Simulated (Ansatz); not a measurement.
Basis-set extrapolation for `NC[SiH](N)O` (PBE0-D4/def2-TZVP geometry, frozen core, Ansatz). Multiplicity 1, RHF reference.

```
                      def2-TZVPP   def2-QZVPP
                 HF  -515.416819  -515.437582
    MP2 correlation    -0.970356    -1.042236
CCSD(T) correlation    -1.046463      not run
```

Energies in hartree. Use E(X) = E(∞) + A·exp(−7.88·√X) for Hartree–Fock and E(X) = E(∞) + B·X^(−2.97) for correlation, with X = 3 and 4, and add CCSD(T) minus MP2 of the smaller set to the MP2 limit.

Task: What is the CCSD(T) energy at the basis-set limit?

Result: HF limit: -515.437582 + (-0.020763) × 0.13774 = -515.44044. MP2 limit: -1.042236 + (-0.071880) × 0.74074 = -1.09548. Higher-order term: -1.046463 − (-0.970356) = -0.07611. Total: -516.61203 hartree, 390.5 kJ/mol below CCSD(T)/def2-TZVPP.
